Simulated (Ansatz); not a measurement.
Start from `O[Si@H](F)[Si@H](O)F` and change one atom or group (the configuration at a centre changes too) to get `O[Si@H](Cl)[Si@@H](O)F`.

Ansatz, PBE0-D4/def2-TZVP geometries, multiplicity 1. Each molecule was computed in one conformer, which needn't be the lowest.

| property | `O[Si@H](F)[Si@H](O)F` |
| --- | --- |
| HOMO energy (ωB97M-V/def2-TZVPP) / eV | -10.13 |
| HOMO energy (PBE/def2-TZVPP) / eV | -6.71 |
| HOMO energy (B3LYP/def2-TZVPP) / eV | -7.87 |
| HOMO–LUMO gap (ωB97M-V/def2-TZVPP) / eV | 11.12 |
| HOMO–LUMO gap (PBE0/def2-TZVPP) / eV | 7.34 |
| zero-point energy (PBE0-D4/def2-TZVP) / kJ/mol | 139.5 |

Task: Give the same properties after the change, and the shifts. (Best estimate.)

Result: The calculation gave: 
```
                                      property  `O[Si@H](Cl)[Si@@H](O)F`  shift
         HOMO energy (ωB97M-V/def2-TZVPP) / eV                    -10.09   0.04
             HOMO energy (PBE/def2-TZVPP) / eV                     -6.73  -0.02
           HOMO energy (B3LYP/def2-TZVPP) / eV                     -7.84   0.03
       HOMO–LUMO gap (ωB97M-V/def2-TZVPP) / eV                     11.02  -0.10
          HOMO–LUMO gap (PBE0/def2-TZVPP) / eV                      7.23  -0.11
zero-point energy (PBE0-D4/def2-TZVP) / kJ/mol                     136.8   -2.7
```

B3LYP here is the variant with VWN-RPA as its local correlation; programs differ in this.
